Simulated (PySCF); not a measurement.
**Polarisability and C₆ of Sb⁺ (antimony, charge +1)**

[Kr] 4d10 5s2 5p2, high-spin 3P determinant. Calculation: PySCF 2.14, in def2-TZVPPD with the def2 core potential (28 electrons); scalar relativity through the core potential. Coupled (time-dependent) response in atomic units; α is the mean over directions.

| method | mean α (bohr³) | α xx, yy, zz | C₆ (like pair) | S(−4) |
| --- | --- | --- | --- | --- |
| UHF | 25.76 | 24.38, 26.46, 26.46 | 215.0 | 170.0 |
| PBE | 25.45 | 23.15, 26.60, 26.60 | 209.4 | 175.5 |
| PBE0 | 25.19 | 23.25, 26.16, 26.16 | 207.6 | 166.6 |
| BP86 | 25.20 | 22.99, 26.30, 26.30 | 206.9 | 170.7 |
| TPSSh | 25.32 | 23.41, 26.28, 26.28 | 210.7 | 166.2 |

S(−4) is the Cauchy moment in α(ω) = α(0) + S(−4) ω² + …

Spin-orbit coupling is absent.

α(iu) at TPSSh:

| u (hartree) | α(iu) (bohr³) |
| --- | --- |
| 0 | 25.32 |
| 0.0500 | 24.91 |
| 0.100 | 23.78 |
| 0.200 | 20.23 |
| 0.300 | 16.41 |
| 0.500 | 10.67 |
| 0.750 | 6.783 |
| 1.00 | 4.770 |
| 1.50 | 2.873 |
| 2.00 | 2.000 |
| 3.00 | 1.178 |
| 5.00 | 0.5614 |

A single London oscillator, α(iu) = α/(1 + u²/ω²), gives C₆ = (3/4) ω α². Matching the computed C₆ needs ω = 4 × 210.7 / (3 × 25.32²) = 0.438 hartree.

For an ion, C₆ is the dispersion term alone; charge-induced terms of lower order in 1/R come first.

The components differ because the open shell of this determinant is not spherical; for a pure term their mean is the scalar polarisability.

Energies and moments cover only the electrons outside the core potential.
